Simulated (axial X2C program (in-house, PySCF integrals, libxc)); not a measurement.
# Sm⁺: configurations by level of theory

Computed with an axial X2C code built on PySCF integrals, basis dyall-cv3z (cores contracted in-house), spin-free (one-electron X2C) and two-component (2c, atomic mean-field Coulomb and Gaunt terms). Energies in eV from the lowest row of each column (rows without correlated energies are left out; n/a marks j-coupled starts, which PBE0 does not hold); electrons by l are Mulliken totals of the Hartree–Fock solution, and PBE0 can relax to another configuration under the same block occupation. Coupled cluster uses truncated natural virtuals with an MP2 remainder. Frozen shells in the correlated columns: 4 s, 3 p, 2 d.

The low spin-free determinants:

```
electrons by l  M_S, M_L    HF   MP2  CCSD(T)  PBE0
s11 p24 d20 f6    7/2, 0  0.00  0.00     0.00  0.00
s11 p24 d20 f6    7/2, 3  0.02  0.02     0.03  0.25
s11 p24 d20 f6    7/2, 1  0.06  0.04     0.03  0.02
s11 p24 d20 f6    7/2, 2  0.13  0.08     0.07  0.01
s11 p24 d20 f6    5/2, 0  0.16  0.19     0.16  0.28
s11 p24 d20 f6    5/2, 3  0.18  0.21     0.20  0.53
s11 p24 d20 f6    5/2, 1  0.22  0.23     0.20  0.30
s11 p24 d20 f6    5/2, 2  0.29  0.28     0.24  0.29
```

And the two-component ones:

```
electrons by l  2M_J    HF   MP2  CCSD(T)  PBE0
s11 p24 d20 f6     1  0.00  0.00     0.00  0.17
s11 p24 d20 f6     3  0.19  0.14     0.12  0.00
s11 p24 d20 f6     5  0.19  0.17     0.16  0.08
s11 p24 d20 f6     7  0.20  0.20     0.19  0.13
s11 p24 d20 f6     1  0.35  0.33     0.29  0.28
s11 p24 d20 f6     9  0.32  0.30     0.29  0.22
s11 p24 d20 f6     5  0.36  0.39     0.35  0.41
s11 p24 d20 f6    11  0.46  0.41     0.39  0.28
```

Ground level as tabulated from the NIST Atomic Spectra Database (leading term): 2S+1 = 8, L = 3, J = 1/2.

Spin-free rows of one term, and 2c rows of one J level, should be degenerate; broken spherical symmetry, the missing current term of PBE0 and determinants that mix terms or J levels spread them. The search is wide but not exhaustive and can miss a configuration; gaps between s and d configurations can be off by some tenths of an eV with this basis and core.

The run took 7.2 min on 1 thread of Arm Neoverse V2 (shared host).
